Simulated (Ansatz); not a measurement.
Reaction (cleavage of the Si–Si bond): `CS[SiH2][SiH3]` + HI → `CS[SiH2]I` + SiH₄

Isolated molecules relaxed with PBE0-D4/def2-TZVP in Ansatz; ΔE leaves out vibrations. CCSD(T)/CBS adds triple-zeta CCSD(T) − MP2 to the extrapolated MP2 energy (def2 sets, frozen cores). This one scheme is used for every species. DFT in def2-TZVPP. B3LYP here is the variant with VWN-RPA as its local correlation; programs differ in this. def2 core potentials past Kr. For I outer-core shells are correlated without core-valence functions, which leaves a few kJ/mol of doubt a bond. One conformer a species, not always the lowest.

Problem. Is it downhill or uphill in electronic energy at CCSD(T)/CBS, and by how much? (Estimate.)

Solution. The calculation gave: Downhill: ΔE = -0.98 eV.

Problem. What do these levels give: ωB97X-V, PBE0, B3LYP, MP2/def2-QZVPP, HF/CBS(def2), CCSD/CBS(def2)? (Best estimate.)

Solution. Computed: ωB97X-V -0.91, PBE0 -0.86, B3LYP -0.90, MP2/def2-QZVPP -1.10, HF/CBS(def2) -1.03, CCSD/CBS(def2) -0.97 eV.

Largest T1 diagnostic among the species: 0.012.

From PBE to PBE0 (25 % exact exchange), in def2-TZVPP and without D4, ΔE moves by −0.04 eV.
